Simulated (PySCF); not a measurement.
Atomic charges against the basis set

B2H9N3O.
SMILES with atom numbers: `[NH2:1][B-:2]1([OH:3])[NH2+:4][BH2-:5][NH2+:6]1` (hydrogens: H7, H8 on N1; H9 on O3; H10, H11 on N4; H12, H13 on B5; H14, H15 on N6)

Structure used (PBE0-D3(BJ)/def2-SVP), in Å, numbered top down from 1:
```xyz
15
B2H9N3O angstrom
N      1.8550    0.5138   -0.5155
B      0.8012   -0.2733    0.1399
O      1.3137   -1.2145    1.0595
N     -0.3348   -0.9565   -0.8579
B     -1.4543   -0.1439   -0.0753
N     -0.3792    0.6620    0.7709
H      2.7555    0.0492   -0.5452
H      1.6626    0.9444   -1.4120
H      0.6320   -1.6641    1.5629
H     -0.3741   -1.9703   -0.7887
H     -0.2271   -0.7207   -1.8411
H     -2.1114   -0.8822    0.6414
H     -2.1177    0.5714   -0.8065
H     -0.2495    1.6414    0.5277
H     -0.4466    0.6061    1.7839
```

PBE0 throughout (PySCF), one geometry, spherical d and f functions. The structure is a single PBE0-D3(BJ)/def2-SVP conformer in the gas phase; no vibrational or solvent corrections. Atoms taken as equivalent share a column and are averaged. The first 7 of 11 kinds of atom are listed.

Mulliken charges (e):

| basis | functions | N1 | B2 | O3 | N4/N6 | B5 | H7/H8 | H9 |
| --- | --- | --- | --- | --- | --- | --- | --- | --- |
| STO-3G | 39 | -0.518 | +0.448 | -0.373 | -0.436 | +0.127 | +0.160 | +0.184 |
| 6-31G | 72 | -0.874 | +0.893 | -0.672 | -0.910 | +0.265 | +0.291 | +0.363 |
| 6-31G* | 102 | -0.872 | +0.752 | -0.667 | -0.835 | +0.108 | +0.313 | +0.399 |
| def2-SVP | 129 | -0.189 | -0.085 | -0.217 | -0.110 | -0.129 | +0.111 | +0.165 |
| 6-311+G(2d,p) | 216 | -0.807 | +1.305 | -0.716 | -0.842 | +0.066 | +0.231 | +0.271 |
| def2-TZVP | 240 | -0.579 | +0.212 | -0.497 | -0.340 | -0.107 | +0.226 | +0.301 |

IAO charges (e):

| basis | functions | N1 | B2 | O3 | N4/N6 | B5 | H7/H8 | H9 |
| --- | --- | --- | --- | --- | --- | --- | --- | --- |
| STO-3G | 39 | -0.544 | +0.332 | -0.429 | -0.393 | -0.076 | +0.192 | +0.232 |
| 6-31G | 72 | -0.666 | +0.426 | -0.598 | -0.477 | -0.111 | +0.248 | +0.334 |
| 6-31G* | 102 | -0.671 | +0.458 | -0.606 | -0.468 | -0.092 | +0.243 | +0.334 |
| def2-SVP | 129 | -0.657 | +0.438 | -0.602 | -0.456 | -0.110 | +0.241 | +0.336 |
| 6-311+G(2d,p) | 216 | -0.703 | +0.459 | -0.631 | -0.482 | -0.111 | +0.258 | +0.352 |
| def2-TZVP | 240 | -0.699 | +0.464 | -0.629 | -0.482 | -0.108 | +0.256 | +0.350 |

Hirshfeld charges (e):

```csv
basis,functions,N1,B2,O3,N4/N6,B5,H7/H8,H9
STO-3G,39,-0.304,+0.196,-0.258,-0.097,+0.022,+0.085,+0.117
6-31G,72,-0.318,+0.178,-0.310,-0.130,-0.002,+0.103,+0.159
6-31G*,102,-0.316,+0.170,-0.304,-0.129,-0.003,+0.102,+0.159
def2-SVP,129,-0.319,+0.180,-0.300,-0.142,+0.002,+0.103,+0.157
"6-311+G(2d,p)",216,-0.317,+0.195,-0.301,-0.162,+0.021,+0.101,+0.154
def2-TZVP,240,-0.319,+0.193,-0.302,-0.160,+0.015,+0.102,+0.156
```

Some averages cover members that differ in this geometry, most widely: H7/H8, Mulliken in 6-311+G(2d,p) +0.212 to +0.249; H7/H8, Mulliken in 6-31G +0.276 to +0.306; H7/H8, Mulliken in def2-TZVP +0.210 to +0.241; H7/H8, IAO in 6-31G +0.235 to +0.261 e.

Task: Which scheme is steadiest as the basis changes?

Result: Largest range over the bases for any column: Hirshfeld 0.06 e, IAO 0.20 e, Mulliken 1.39 e. Hirshfeld charges move least and Mulliken charges most, counted in e. Without the minimal STO-3G basis the ranges are Hirshfeld 0.03, IAO 0.05, Mulliken 1.39 e.

Task: How much do the charges still move between the two largest bases, 6-311+G(2d,p) and def2-TZVP?

Result: At most, over all atoms: Mulliken 1.094 e, IAO 0.005 e, Hirshfeld 0.005 e.

Task: What do the same runs give for the total energy, the frontier levels and the dipole moment?

Result: 
| basis | energy (Eh) | HOMO (eV) | LUMO (eV) | μ (D) |
| --- | --- | --- | --- | --- |
| STO-3G | -290.6154 | -3.23 | 9.31 | 0.99 |
| 6-31G | -294.3284 | -6.19 | 1.60 | 1.40 |
| 6-31G* | -294.3987 | -6.27 | 1.74 | 1.05 |
| def2-SVP | -294.2111 | -6.45 | 1.15 | 1.01 |
| 6-311+G(2d,p) | -294.5234 | -6.84 | -0.29 | 1.06 |
| def2-TZVP | -294.5432 | -6.78 | 0.43 | 1.03 |

The dipole is fixed by the density alone, so its range of 0.41 D shows that the density itself changes with the basis, not only its division among atoms.
